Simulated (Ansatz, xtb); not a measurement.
# Relative energy of two structures of H8InNSi2

We compare a, a singlet given by its coordinates, with b, `[SiH3][NH][InH][SiH3]`, a singlet. Both are isolated molecules in the gas phase, relaxed with PBE0-D4/def2-SVP; the shapes shown needn't be the lowest conformers.

a (Å):

```xyz
12

In   -1.5099   -0.5343    1.5013
N     1.3208    1.2294    0.7140
Si    0.0770    2.3386    0.2687
Si    1.0751   -0.3310    1.5023
H     0.1351    2.7609   -1.1635
H    -0.0156    3.5689    1.1136
H    -1.2270    1.5892    0.4636
H     2.2821    1.5225    0.5519
H     1.7033   -0.3362    2.8664
H     1.7956   -1.3991    0.7322
H    -2.3296   -1.2696    0.1595
H    -2.4434    0.0296    2.8518
```

Close contacts (Å): In1–Si4 2.59, N2–Si3 1.73, N2–Si4 1.77, In1–H7 2.38, In1–H11 1.74, In1–H12 1.74, N2–H8 1.02, Si3–H5 1.49, Si3–H6 1.50, Si3–H7 1.52, Si4–H9 1.50, Si4–H10 1.50.

b (Å):

```yaml
atoms:
  - { symbol: In, position_ang: [0.0644, 0.1821, -1.9724] }
  - { symbol: N, position_ang: [1.2434, -1.0080, -0.7852] }
  - { symbol: Si, position_ang: [1.8704, -0.6276, 0.7819] }
  - { symbol: Si, position_ang: [-0.4834, 2.4619, -0.9170] }
  - { symbol: H, position_ang: [1.3867, 0.7481, 1.1258] }
  - { symbol: H, position_ang: [3.3701, -0.6218, 0.8425] }
  - { symbol: H, position_ang: [1.4066, -1.5664, 1.8571] }
  - { symbol: H, position_ang: [1.4846, -1.9208, -1.1647] }
  - { symbol: H, position_ang: [-0.3503, -0.5642, -3.4741] }
  - { symbol: H, position_ang: [-1.3439, 3.2887, -1.8191] }
  - { symbol: H, position_ang: [0.7756, 3.2224, -0.6452] }
  - { symbol: H, position_ang: [-1.2087, 2.2740, 0.3777] }
```

Question: Estimate which is lower in electronic energy at CCSD(T)/def2-SVP + ΔMP2/def2-TZVPP, and by roughly how much.

Answer: CCSD(T)/def2-SVP + ΔMP2/def2-TZVPP gives E(b) − E(a) = +5.25 kJ/mol, favouring structure a, but this leans on the basis-set step: CCSD(T) alone gives −2.35 kJ/mol.

Level by level:

```json
{"level": "GFN2-xTB", "geometry": "GFN2-xTB", "E(b) − E(a) (kJ/mol)": "+32.58", "departure from the last row (kJ/mol)": "+27.32", "job, with rough time for the two": "optimisation, 0.56 s"}
{"level": "HF/STO-3G", "geometry": "GFN2-xTB", "E(b) − E(a) (kJ/mol)": "−48.41", "departure from the last row (kJ/mol)": "−53.66", "job, with rough time for the two": "single point, 3.4 s"}
{"level": "r2SCAN-D4/def2-SVP", "geometry": "GFN2-xTB", "E(b) − E(a) (kJ/mol)": "−5.02", "departure from the last row (kJ/mol)": "−10.27", "job, with rough time for the two": "single point, 6.9 s"}
{"level": "PBE0-D4/def2-SVP", "geometry": "PBE0-D4/def2-SVP", "E(b) − E(a) (kJ/mol)": "+11.46", "departure from the last row (kJ/mol)": "+6.21", "job, with rough time for the two": "optimisation, 2.1 min"}
{"level": "HF/def2-SVP", "geometry": "PBE0-D4/def2-SVP", "E(b) − E(a) (kJ/mol)": "+7.73", "departure from the last row (kJ/mol)": "+2.48", "job, with rough time for the two": "part of the CCSD(T) run"}
{"level": "MP2/def2-SVP", "geometry": "PBE0-D4/def2-SVP", "E(b) − E(a) (kJ/mol)": "−2.55", "departure from the last row (kJ/mol)": "−7.80", "job, with rough time for the two": "part of the CCSD(T) run"}
{"level": "CCSD(T)/def2-SVP", "geometry": "PBE0-D4/def2-SVP", "E(b) − E(a) (kJ/mol)": "−2.35", "departure from the last row (kJ/mol)": "−7.61", "job, with rough time for the two": "single point"}
{"level": "CCSD(T)/def2-SVP + ΔMP2/def2-TZVPP", "geometry": "PBE0-D4/def2-SVP", "E(b) − E(a) (kJ/mol)": "+5.25", "departure from the last row (kJ/mol)": "", "job, with rough time for the two": "single point, 74 s"}
```

HF/STO-3G, r2SCAN-D4/def2-SVP, MP2/def2-SVP, CCSD(T)/def2-SVP put the two in the other order. The largest departure from CCSD(T)/def2-SVP + ΔMP2/def2-TZVPP is that of HF/STO-3G, 53.66 kJ/mol. The last row adds to CCSD(T) the change of the MP2 difference between the two basis sets, here +7.61 kJ/mol.

With thermal terms from frequencies at re-optimised GFN2-xTB minima (ideal gas, soft modes damped towards free rotors, one conformer each, 298.15 K, 1 atm): the zero-point term adds +2.38 kJ/mol; ΔH is +8.74 and ΔG +5.38 kJ/mol.

The correlated steps freeze 15 core orbitals; the filled d shell of In is correlated, in a basis made for valence electrons. Atoms past krypton carry core potentials in the def2 sets, other sets are all-electron and non-relativistic, and no spin–orbit term is included. Programs: Ansatz 0.2.0, xtb 6.7.1; the last row on 2 threads of Arm Neoverse V1 on a shared host.
